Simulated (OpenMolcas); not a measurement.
**Levels of Ne2+ by method**

| Quantity | Value |
| --- | --- |
| Program | OpenMolcas |
| Basis | ANO-RCC-VDZP [3s2p1d] |
| Scalar Hamiltonian | DKH2, point nucleus |
| Active space | 4 electrons in 3 orbitals (2p) |
| State averaging | 2S+1 = 3 even, 3 roots; 2S+1 = 1 even, 6 roots |
| Spin-orbit coupling | state interaction with AMFI integrals over the reference wave functions, term energies averaged over their components |

Methods on the same reference wave functions:
A. CASSCF
B. SS-CASPT2, IPEA 0.25 Eh, imaginary shift 0.1 Eh (closed shells correlated: 1s 2s)

Energies in cm⁻¹ above 2s² 2p⁴ ³P₂, the measured ground level; measured values from Moore, Atomic Energy Levels, vol. I, NSRDS-NBS 35 (1971 reprint of NBS Circular 467, 1949).

```json
{"Level": "2s² 2p⁴ ³P₂", "A": "0.0", "B": "0.0", "Measured": "0.0"}
{"Level": "2s² 2p⁴ ³P₁", "A": "627", "B": "627", "Measured": "650"}
{"Level": "2s² 2p⁴ ³P₀", "A": "926", "B": "924", "Measured": "927"}
{"Level": "2s² 2p⁴ ¹D₂", "A": "27580", "B": "26940", "Measured": "25841"}
{"Level": "2s² 2p⁴ ¹S₀", "A": "68245", "B": "59270", "Measured": "55747"}
```

Deviations, from unrounded energies. A percentage is the sum of absolute deviations over the sum of measured energies, with the sign that they share, or ± where signs differ.

| Against measurement | Levels | A | B |
| --- | --- | --- | --- |
| mean absolute deviation (cm-1) | 4 | 3600 | 1200 |
| fine structure of the ground term (%) | 2 | -1.5 | -1.6 |
| other terms of the ground configuration (%) | 2 | +17.4 | +5.7 |

B lies closest to measurement on these levels. The largest miss of B in the table is 2s² 2p⁴ ¹S₀, by +3500 cm-1. The ranking rests on the paired levels alone, and a cruder setting can come out closer through cancelling errors.

From A to B the spin-free energies of the other terms of 2s² 2p⁴ shown, above ³P, scale by factors of 0.87 to 0.98.

The lowest spin-free term lies below A's lowest term by 0.119 hartree in B.

CASPT2 breaks the degeneracy within a term, and the mean is taken; among the terms shown or strongly mixed into the levels shown the widest spread is 50 cm-1 (2s² 2p⁴ ¹D, B). With the s shell closed, the reference lacks s² → p² mixing. Computed and measured levels are paired by configuration, term and J; levels that our copy of the source lacks, or whose pairing is in doubt (as where it misses far off the trend of its configuration), stay unpaired and out of the deviations. Only configurations of the active space appear.
